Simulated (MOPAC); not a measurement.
MOPAC input (PM6):

```
PM6 FORCE THERMO(298,298) PRECISE LET CHARGE=1 GEO-OK AUX(PRECISION=9) THREADS=1
IZn

Zn    0.00000000 1    0.00000000 1   -1.55342656 1
I    -0.00000000 1    0.00000000 1    0.88681155 1
```

Question: Which zero-point energy does it print?

Answer: 0.28 kcal/mol, from the harmonic wavenumbers of PM6.
